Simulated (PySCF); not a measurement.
Ground-state electric properties of a mixed set of molecules.

All values: PBE0/def2-SVPD (PySCF) at GFN2-xTB geometries, gas phase, one conformer each. Core orbitals are frozen in the response; Δα² is half the sum of the squared differences of the principal polarisabilities.

**Question.** Rank by dipole moment, highest first.
A. `[F:1][SiH2:2][SiH2:3][CH:4]1[CH2:5][CH2:6]1` with F1–Si2–Si3–C4 -74°, Si2–Si3–C4–C5 34°
B. `[CH3:1][CH2:2][C:3]1=[C:4]([CH3:5])[CH2:6]1` with C1–C2–C3–C4 0°
C. `[F:1][Si@H:2]1[CH2:3][CH2:4][CH2:5][SiH2:6]1` with F1–Si2–C3–C4 144°, Si2–C3–C4–C5 -51°, C3–C4–C5–Si6 52°, C4–C5–Si6–Si2 -26°
D. `[CH:1]#[C:2][CH2:3][C:4](=[CH2:5])[CH3:6]` with C2–C3–C4–C5 -111°
E. `[F:1][CH:2]([F:3])[c:4]1[cH:5][cH:6][s:7][cH:8]1` with F1–C2–C4–C5 125°

**Answer.** E (2.37 D), C (2.16 D), A (1.84 D), B (0.91 D), D (0.57 D).

**Question.** Rank by HOMO energy, lowest first.
A. `F[Si@H]1CCC[SiH2]1`
B. `CCC1=C(C)C1`
C. `C1CC1[SiH2][SiH2]F`
D. `C=CC#CCC`
E. `FC(F)c1ccsc1`
F. `CC1C=CC=C1`

**Answer.** C (-8.39 eV), A (-7.68 eV), E (-7.38 eV), D (-6.72 eV), B (-6.45 eV), F (-6.33 eV).

All values together:

```csv
SMILES,formula,μ (D),HOMO (eV),LUMO (eV),α (Å³),Δα (Å³),electrons,α per electron (Å³)
F[Si@H]1CCC[SiH2]1,C3H9FSi2,2.16,-7.68,-0.70,12.83,2.92,64,0.200
F[SiH2][SiH2]C1CC1,C3H9FSi2,1.84,-8.39,-0.74,12.93,2.71,64,0.202
C#CCC(=C)C,C6H8,0.57,-7.39,0.17,10.38,3.94,44,0.236
FC(F)c1ccsc1,C5H4F2S,2.37,-7.38,-1.03,11.09,5.28,68,0.163
CCC1=C(C)C1,C6H10,0.91,-6.45,0.68,10.66,3.82,46,0.232
C=CC#CCC,C6H8,0.67,-6.72,-0.65,11.38,8.82,44,0.259
CC1C=CC=C1,C6H8,0.49,-6.33,-0.60,9.92,3.86,44,0.226
```

Conformers: `[F:1][Si@H:2]1[CH2:3][CH2:4][CH2:5][SiH2:6]1` with F1–Si2–C3–C4 144°, Si2–C3–C4–C5 -51°, C3–C4–C5–Si6 52°, C4–C5–Si6–Si2 -26°; `[F:1][SiH2:2][SiH2:3][CH:4]1[CH2:5][CH2:6]1` with F1–Si2–Si3–C4 -74°, Si2–Si3–C4–C5 34°; `[CH:1]#[C:2][CH2:3][C:4](=[CH2:5])[CH3:6]` with C2–C3–C4–C5 -111°; `[F:1][CH:2]([F:3])[c:4]1[cH:5][cH:6][s:7][cH:8]1` with F1–C2–C4–C5 125°; `[CH3:1][CH2:2][C:3]1=[C:4]([CH3:5])[CH2:6]1` with C1–C2–C3–C4 0°.

**Question.** How closely does the mean polarisability follow the number of electrons in this set?

**Answer.** The correlation coefficient is 0.71; α per electron runs from 0.163 to 0.259 Å³.
